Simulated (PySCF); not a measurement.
C3H10O2SSi.
SMILES with atom numbers: `[CH3:1][O:2][SiH:3]([O:4][CH3:5])[S:6][CH3:7]` (hydrogens: H8, H9, H10 on C1; H11 on Si3; H12, H13, H14 on C5; H15, H16, H17 on C7)

Cartesian coordinates in Å at the PBE0-D3(BJ)/def2-SVP level; atoms count from 1:
```
atom  x, y, z in Å
C1    -0.3376    2.4976    0.5408
O2    -0.3264    1.5373   -0.4837
Si3    0.2111   -0.0081   -0.3115
O4     1.7924    0.0377    0.1592
C5     2.6164   -1.0642    0.4286
S6    -0.8449   -1.0726    1.2136
C7    -2.4147   -1.3238    0.3188
H8     0.6828    2.8446    0.7746
H9    -0.7891    2.0975    1.4663
H10   -0.9322    3.3605    0.2063
H11   -0.0093   -0.6481   -1.6348
H12    2.1105   -1.8162    1.0595
H13    2.9436   -1.5601   -0.5025
H14    3.5132   -0.7129    0.9606
H15   -2.8662   -0.3648    0.0302
H16   -3.0952   -1.8429    1.0062
H17   -2.2701   -1.9483   -0.5742
```

Level: B3LYP/def2-SVPD in PySCF, non-relativistic, on one gas-phase PBE0-D3(BJ)/def2-SVP geometry that isn't relaxed in the solvent. The solvent is an IEF-PCM continuum (cavity from Bondi-type radii × 1.2), and excitations are vertical TDDFT with non-equilibrium linear response and a frozen core. Only the electrostatic response of the medium enters.

```csv
run,E − E(gas) (kcal/mol),HOMO (eV),HOMO–LUMO gap (eV),dipole (D),lowest singlet (eV),static polarisability (au)
gas,0.00,-6.80,6.71,0.76,5.56,92.3
P,-3.49,-6.84,6.82,1.03,5.65,117.1
Q,-4.25,-6.86,6.84,1.12,5.66,124.0
```

Question: The runs were made in dimethylsulfoxide and tetrahydrofuran. Which run belongs to which solvent?

Answer: P = tetrahydrofuran, Q = dimethylsulfoxide. The dielectric constants are 7.426 (tetrahydrofuran), 46.83 (dimethylsulfoxide), and the energy falls further as ε rises. The optical constants n² used for the excitations are 1.97, 2.19 in the same order. In this model the ground state sees the solvent through ε alone.

Question: How constant is the ratio of the lowering to (ε − 1)/(2ε + 1)?

Answer: 
```json
{"solvent": "tetrahydrofuran", "(ε − 1)/(2ε + 1)": "0.405", "E − E(gas) (kcal/mol)": "-3.49", "ratio (kcal/mol)": "-8.6", "polarisation term (kcal/mol)": "-3.90"}
{"solvent": "dimethylsulfoxide", "(ε − 1)/(2ε + 1)": "0.484", "E − E(gas) (kcal/mol)": "-4.25", "ratio (kcal/mol)": "-8.8", "polarisation term (kcal/mol)": "-4.88"}
```

The ratio changes by +1.9 % in size from tetrahydrofuran to dimethylsulfoxide. The polarisation term is half the interaction of the solute with the induced surface charges.
